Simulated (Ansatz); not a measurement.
Au2F2⁻. Charge -1, multiplicity 2. Geometry PBE0-D4/def2-TZVP, that of the neutral singlet; atoms count from 1.

Cartesian coordinates in Å:
```
Au 1.770 -0.355 0.625
Au -0.576 0.116 -0.203
F -0.753 1.556 1.048
F -0.441 -1.316 -1.469
```

In the def2 sets Au takes a core potential; there is no spin–orbit coupling. The structure comes from a short search, and lower isomers may exist.

(1) Estimate the Mulliken populations from the PBE0/def2-TZVPD orbitals of Ansatz.

(2) Where does the spin sit?

(3) And the Mayer bond orders between bonded heavy atoms (over 0.3)?

## Answers

(1) 
```csv
atom,charge (e),spin (α − β),d electrons
Au1,-0.21,0.70,9.89
Au2,0.30,0.25,9.30
F3,-0.55,0.03,–
F4,-0.55,0.03,–
```
Mulliken values and Mayer orders depend strongly on the basis. With diffuse functions, as here, like atoms can get unlike values, and bond orders can come out too low or too high.

(2) Summed by element: Au 0.95, F 0.05, of 1 unpaired in all. Largest on single atoms: Au1 0.70, Au2 0.25, F3 0.03.

(3) Au1–Au2 0.76 (2.53 Å); Au2–F3 0.46 (1.92 Å); Au2–F4 0.46 (1.92 Å).
